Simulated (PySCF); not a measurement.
Simulated outer-valence photoelectron spectrum of 2-bromoethanol, `OCCBr`. Computed with EOM-IP-CCSD/aug-cc-pVDZ in PySCF, restricted Hartree–Fock reference, frozen core, non-relativistic, gas phase, PBE0-D3(BJ)/def2-SVP geometry.

Each root has a Gaussian of 0.8 eV full width with its one-hole share as area; cross sections and vibrations are left out, and the highest printed point is 100.

(ionisation energy (eV), intensity): (9.4, 0), (9.6, 2), (9.8, 8), (10.0, 24), (10.2, 51), (10.4, 82), (10.6, 100), (10.8, 97), (11.0, 77), (11.2, 52), (11.4, 29), (11.6, 15), (11.8, 16), (12.0, 27), (12.2, 39), (12.4, 42), (12.6, 36), (12.8, 30), (13.0, 34), (13.2, 42), (13.4, 41), (13.6, 30), (13.8, 18), (14.0, 16), (14.2, 26), (14.4, 38), (14.6, 41), (14.8, 33), (15.0, 23), (15.2, 23), (15.4, 34), (15.6, 47), (15.8, 55), (16.0, 56), (16.2, 53), (16.4, 42), (16.6, 26), (16.8, 12), (17.0, 4), (17.2, 1), (17.4, 0)

Q: Where are the maxima, and how many lines lie under the curve?

A: 5 maxima, at 10.7, 12.4, 13.3, 14.6 and 16.0 eV, from 8 lines. At this width some lines have no maximum of their own.

Q: List the lines with their holes.

A: 
| E (eV) | leading hole (HF orbital) | area | Koopmans (eV) |
| --- | --- | --- | --- |
| 10.48 | HOMO | 0.96 | 11.16 |
| 10.62 | HOMO-1 | 0.96 | 11.28 |
| 11.03 | HOMO-2 | 0.95 | 12.62 |
| 12.33 | HOMO-3 | 0.96 | 13.16 |
| 13.31 | HOMO-4 | 0.95 | 14.52 |
| 14.55 | HOMO-5 | 0.95 | 16.02 |
| 15.67 | HOMO-6 | 0.95 | 16.96 |
| 16.27 | HOMO-7 | 0.94 | 17.98 |

The widest gap, 1.30 eV, lies between 11.03 and 12.33 eV. Only orbitals with −ε under 21 eV, eight at most, were ionised, so the high end of the curve may lack lines.

Conformer computed: `[OH:1][CH2:2][CH2:3][Br:4]`: O1–C2–C3–Br4 -62°, H–O1–C2–C3 58°.

One conformer stands for the species.
